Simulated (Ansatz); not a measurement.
Geometry optimisation, Ansatz 0.2.0, RKS PBE0-D4/def2-SVP.

The input (input.yaml):

```yaml
crystal:
  periodic: [false, false, false]
  atoms:
    - { symbol: Si, position_ang: [-0.006551, 2.177205, 0.333766] }
    - { symbol: "N", position_ang: [0.267716, -0.902603, 0.501423] }
    - { symbol: C, position_ang: [-0.520028, -1.845924, -0.25782] }
    - { symbol: "N", position_ang: [1.123498, 1.84995, -0.722668] }
    - { symbol: H, position_ang: [0.922035, -0.378072, -0.083381] }
    - { symbol: F, position_ang: [0.321627, 2.318611, 1.886559] }
    - { symbol: F, position_ang: [-1.566277, 2.526186, 0.22117] }
    - { symbol: H, position_ang: [0.792421, -1.347391, 1.249731] }
    - { symbol: H, position_ang: [-1.278783, -2.316443, 0.386981] }
    - { symbol: H, position_ang: [0.054553, -2.661845, -0.74034] }
    - { symbol: H, position_ang: [-1.065256, -1.313649, -1.052517] }
    - { symbol: H, position_ang: [0.955144, 1.893976, -1.722903] }
basis:
  gaussian: { orbitals: def2-SVP }
hamiltonian:
  xc: pbe0
  dispersion: d4
relax:
  f_tol: 0.03
  max_steps: 50
output:
  orbitals: {}
```

Run as:

```bash
$ ansatz run input.yaml --threads 2 --pin off --max-ram 3072MiB --backend cpu --events-out ev --progress --plain --runs-dir out
```

Q: Where does it end, and by what steps?

A: The run converged. After 18 steps the energy has fallen by 1.537 eV; F7 moved furthest, 1.32 Å. Joined: Si1–N2 (3.10 → 1.91 Å).

```
step  energy less start (eV)  largest force component (eV/Å)  accepted
   0                  0.0000                           0.671       yes
   1                 -0.1736                           0.626       yes
   2                 -0.4262                           0.961       yes
   3                 -0.7763                           0.606       yes
   4                 -1.0703                           0.820       yes
   5                 -1.1925                           1.087       yes
   6                 -1.3315                           0.448       yes
   7                 -1.4068                           0.387       yes
   8                 -1.4372                           0.405       yes
   9                 -1.4414                           0.854       yes
  10                 -1.4899                           0.368       yes
  11                 -1.5023                           0.911       yes
  12                 -1.4454                           2.132        no
  13                 -1.5283                           0.316       yes
  14                 -1.5344                           0.155       yes
  15                 -1.5357                           0.103       yes
  16                 -1.5363                           0.051       yes
  17                 -1.5367                           0.033       yes
  18                 -1.5368                           0.014       yes
```

```xyz
12
Properties=species:S:1:pos:R:3
Si 0.027 1.321 0.213
N 0.426 -0.546 0.335
C -0.592 -1.479 -0.171
N 0.954 1.681 -1.031
H 1.265 -0.551 -0.258
F 0.314 1.662 1.784
F -1.600 1.209 0.241
H 0.710 -0.778 1.290
H -1.514 -1.360 0.409
H -0.239 -2.518 -0.114
H -0.804 -1.221 -1.216
H 1.053 2.581 -1.481
```

Time of the run: 35 s on 2 threads of Intel(R) Xeon(R) 6975P-C (Granite Rapids), with other jobs on the host, peak memory 0.29 GiB.
